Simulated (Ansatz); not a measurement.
Reactions of CH8O2Si2, SMILES `O[SiH2]C[SiH2]O`.

Gas-phase electronic energies from Ansatz, PBE0-D4/def2-TZVP geometries. CBS: MP2 limit from def2 TZ/QZ plus the TZ coupled-cluster correction, frozen cores. This one scheme is used for every species, atoms too. Open shells (•) are unrestricted, without spin–orbit coupling. One conformer a species, not always the lowest.

**Question.** Order these by ΔE at CCSD(T)/CBS, lowest first. (Estimate.)
A. `O[SiH2]C[SiH2]O` + `[CH3]`• → `O[SiH]C[SiH2]O`• + CH₄
B. `O[SiH2]C[SiH2]O` → `[CH2]` (triplet) + `O[SiH2][SiH2]O`
C. `O[SiH2]C[SiH2]O` → `[OH]`• + `O[SiH2]C[SiH2]`•
D. `O[SiH2]C[SiH2]O` + `[SiH3]P` → `O[SiH2]P[SiH3]` + `C[SiH2]O`
E. `O[SiH2]C[SiH2]O` → `CO[SiH](O)[SiH3]`
F. `O[SiH2]C[SiH2]O` + `[OH][AlH2]` → `O[SiH2][O][AlH2]` + `C[SiH2]O`
G. `O[SiH2]C[SiH2]O` + H• → `O[SiH]C[SiH2]O`• + H₂

**Answer.** F (-109.9 kJ/mol), A (-60.0 kJ/mol), G (-48.3 kJ/mol), D (-7.3 kJ/mol), E (+109.3 kJ/mol), B (+521.2 kJ/mol), C (+563.7 kJ/mol).

Largest T1 diagnostic: 0.013, for `O[SiH]C[SiH2]O`•.
